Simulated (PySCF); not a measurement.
Telling isomers of C$_{2}$H$_{13}$O$_{2}$PSi$_{3}$ apart by NMR

PySCF 2.14.0 with density-fitted response routines calculation with structure optimised with GFN2-xTB and PBE0/pcSseg-1 with gauge-including orbitals; isolated molecule, non-relativistic, fast rotation and ring inversion assumed for equivalent nuclei, one computed conformer.

δ = σ(ref) − σ, references computed at the same level: TMS for ¹H, ¹³C. Splittings of carbon signals by F and P are missing where no couplings were computed. Where no couplings were computed, multiplicities follow the n + 1 count of equivalent neighbours, and m marks all less simple cases (inequivalent or close neighbours, rings, F or P nearby). Shifts are as computed. Against solution values, carbons near 30 ppm lie about +3 ppm off and those near 130 ppm about +5 ppm. Of 1211 compounds with measured shifts, 218 miss one by over three times the rms of a fit or turn the order of signals round; such compounds aren't used in these exercises.

(1) Tabulate the signals of `COCO[SiH2]P([SiH3])[SiH3]`, `C[C@@H]([SiH3])O[Si@@H](P)O[SiH3]` and their relative energies.

(2) What is the quickest way to tell COCO[SiH2]P([SiH3])[SiH3] from C[C@@H]([SiH3])O[Si@@H](P)O[SiH3]?

Answers

(1) 
```json
{"SMILES": "COCO[SiH2]P([SiH3])[SiH3]", "carbon types": "1×CH2 1×CH3", "δC": "94.7, 57.0", "δH": "5.17 (m, 2H), 5.00 (s, 2H), 4.05 (m, 6H), 3.61 (s, 3H)", "E rel. (kcal/mol)": "40.5"}
{"SMILES": "C[C@@H]([SiH3])O[Si@@H](P)O[SiH3]", "carbon types": "1×CH 1×CH3", "δC": "62.9, 24.3", "δH": "5.83 (m, 1H), 5.12 (s, 3H), 3.97 (m, 1H), 3.92 (m, 3H), 1.42 (d, 3H), 1.03 (m, 2H)", "E rel. (kcal/mol)": "0.0"}
```

Energies are electronic energies at PBE0/pcSseg-1 on these geometries, without zero-point or thermal terms, each for the one conformer computed, which needn't be the lowest.

(2) Both give the same number of carbon signals, but DEPT or the intensities differ. The first has an sp3 carbon bearing two oxygens (CH2) at 94.7 ppm, the second an sp3 CH bonded to O and Si at 62.9 ppm. In the proton spectra the most deshielded non-exchanging signals are 5.17 (m, 2H) and 5.83 (m, 1H).
